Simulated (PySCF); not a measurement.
All of these have the formula C6H7N. The calculation used PySCF, TDDFT PBE0/def2-SVPD, vertical, gas phase, core orbitals frozen in the response. Geometries: GFN2-xTB; one conformer of each isolated species. Triplets are in the Tamm–Dancoff approximation.

A. `C=C/C=C/CC#N`
B. `C=C/C=C\C1=NC1`
C. `N#CCC=C1CC1`
D. `C#CC1CC(=N)C1`

Lowest singlet levels (six at most, fewer where fewer were computed) with oscillator strengths:

1. 3.80 eV (f 0.000); 4.47 eV (f 0.456); 5.49 eV (f 0.124); 6.17 eV (f 0.002); 6.62 eV (f 0.001); 6.64 eV (f 0.129); T1 2.38 eV
2. 6.71 eV (f 0.004); 7.04 eV (f 0.334); 7.21 eV (f 0.146); 7.39 eV (f 0.005); 7.56 eV (f 0.011); 7.68 eV (f 0.013); T1 4.40 eV
3. 5.07 eV (f 0.002); 6.45 eV (f 0.000); 6.56 eV (f 0.004); 6.62 eV (f 0.001); 6.78 eV (f 0.007); 6.87 eV (f 0.004); T1 4.34 eV
4. 5.78 eV (f 0.835); 6.64 eV (f 0.013); 6.81 eV (f 0.007); 7.01 eV (f 0.005); 7.08 eV (f 0.003); 7.14 eV (f 0.020); T1 3.17 eV

Question: Match each spectrum to its molecule.

Answer: 1 = B, 2 = C, 3 = D, 4 = A.
- A: S1 at 5.78 eV, HOMO→LUMO (96%); Löwdin shares by element: HOMO carbon 85% or more (atoms not listed hold the other 15%); LUMO carbon 78% or more (atoms not listed hold the other 22%); HOMO -7.16 and LUMO -1.25 eV.
- B: S1 at 3.80 eV, HOMO-1→LUMO (98%); Löwdin shares by element: HOMO carbon 48% or more, nitrogen 20% (atoms not listed hold the other 32%); LUMO carbon 54% or more, nitrogen 15% (atoms not listed hold the other 31%); HOMO -7.00 and LUMO -2.26 eV; point group Cs, 1 of its 6 listed states under f = 0.0005.
- C: S1 at 6.71 eV, HOMO-1→LUMO (95%); Löwdin shares by element: HOMO carbon 81% or more (atoms not listed hold the other 19%); LUMO carbon 64% or more (atoms not listed hold the other 36%); HOMO -7.84 and LUMO -0.32 eV.
- D: S1 at 5.07 eV, HOMO→LUMO (95%); Löwdin shares by element: HOMO nitrogen 50%, carbon 23% or more, hydrogen 7% or more (atoms not listed hold the other 20%); LUMO carbon 47% or more, nitrogen 28% (atoms not listed hold the other 25%); HOMO -7.30 and LUMO -0.35 eV.
